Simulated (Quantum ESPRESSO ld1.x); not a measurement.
Results of a calculation; reference values are marked as such.
Q: Zn XI, 20 electrons, occupied as [Ar] 3d2. Level of theory: Dirac Kohn-Sham, relativistic LDA (MacDonald-Vosko exchange, VWN5 correlation), spin-unpolarised, spherical densities, point nucleus; open shells fill j = l - 1/2 first (ld1.x of Quantum ESPRESSO 7.5). Some entries of the table are withheld. Estimate them.

| orbital | occ. | eigenvalue (hartree) | <r^2> (bohr^2) | <r> (bohr) |
|---|---|---|---|---|
| 1s1/2 | 2 | -358.423 | 0.003428 | 0.05048 |
| 2s1/2 | 2 | -52.7891 | 0.06038 | (1) |
| 2p1/2 | 2 | -47.8055 | 0.04713 | 0.1960 |
| 2p3/2 | 4 | -46.9343 | 0.04863 | 0.1993 |
| 3s1/2 | 2 | (2) | 0.4467 | 0.6254 |
| 3p1/2 | 2 | (3) | 0.4507 | 0.6237 |
| 3p3/2 | 4 | (4) | 0.4604 | 0.6306 |
| 3d3/2 | 2 | -9.35268 | (5) | 0.6041 |
| 3d5/2 | 0 | -9.32782 | (6) | 0.6061 |

A: 
(1) 2s1/2 <r> (bohr): 0.2262
(2) 3s1/2 eigenvalue (hartree): -13.8025
(3) 3p1/2 eigenvalue (hartree): -12.1775
(4) 3p3/2 eigenvalue (hartree): -12.0307
(5) 3d3/2 <r^2> (bohr^2): 0.4322
(6) 3d5/2 <r^2> (bohr^2): 0.4348
